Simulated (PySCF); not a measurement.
Sn(F)(Cl)(Me)2 (C2H6ClFSn), SMILES [CH3][Sn]([CH3])([F])[Cl].

Geometry optimised at B3LYP-D3(BJ)/def2-SVP. The structure was generated by enumeration; whether it is a known compound was not checked. The def2 effective core potentials stand for the cores of Sn; spin–orbit coupling is left out.

All values below come from B3LYP-D3(BJ)/def2-SVP (PySCF 2.14.0).

Frequencies are harmonic and unscaled.

| mode | ν (cm⁻¹) | IR (km/mol) | Raman (Å⁴/amu) | depolarisation | moving atoms (share of kinetic energy) |
|---|---|---|---|---|---|
| 1 | 19 | 0.0 | 0.0 | – | H 100 % |
| 2 | 26 | 0.0 | 0.0 | – | H 98 % |
| 3 | 117 | 0.1 | 4.1 | 0.73 | C 56 %, H 27 % |
| 4 | 121 | 2.0 | 4.5 | 0.75 | C 40 %, Cl 31 %, H 19 % |
| 5 | 133 | 2.0 | 1.7 | 0.63 | C 38 %, H 23 %, Sn 21 %, Cl 13 % |
| 6 | 157 | 13.7 | 2.0 | 0.74 | F 56 %, Sn 14 %, Cl 13 %, C 10 % |
| 7 | 166 | 20.9 | 2.6 | 0.75 | F 52 %, C 19 %, Sn 15 %, H 11 % |
| 8 | 363 | 44.8 | 11.1 | 0.13 | Cl 78 %, Sn 20 % |
| 9 | 503 | 8.3 | 55.1 | 0.14 | C 76 %, H 18 % |
| 10 | 543 | 23.4 | 8.7 | 0.75 | C 66 %, H 18 %, Sn 17 % |
| 11 | 617 | 56.6 | 4.3 | 0.18 | F 86 %, Sn 14 % |
| 12 | 737 | 21.4 | 1.1 | 0.75 | H 85 %, C 14 % |
| 13 | 741 | 0.4 | 0.4 | 0.75 | H 85 %, C 15 % |
| 14 | 785 | 44.9 | 0.7 | 0.72 | H 81 %, C 17 % |
| 15 | 792 | 65.7 | 1.3 | 0.72 | H 82 %, C 17 % |
| 16 | 1200 | 0.2 | 2.9 | 0.75 | H 81 %, C 19 % |
| 17 | 1208 | 1.4 | 21.7 | 0.17 | H 83 %, C 17 % |
| 18 | 1427 | 0.3 | 3.4 | 0.75 | H 95 % |
| 19 | 1430 | 6.3 | 17.8 | 0.75 | H 95 % |
| 20 | 1432 | 1.4 | 11.0 | 0.75 | H 95 % |
| 21 | 1438 | 4.7 | 9.9 | 0.74 | H 95 % |
| 22 | 3054 | 2.0 | 1.0 | 0.70 | H 98 % |
| 23 | 3054 | 1.9 | 263.6 | 0.00 | H 98 % |
| 24 | 3169 | 0.0 | 29.6 | 0.75 | H 90 %, C 10 % |
| 25 | 3170 | 1.6 | 148.6 | 0.75 | H 90 %, C 10 % |
| 26 | 3176 | 0.0 | 146.3 | 0.75 | H 90 %, C 10 % |
| 27 | 3177 | 0.1 | 17.6 | 0.74 | H 90 %, C 10 % |
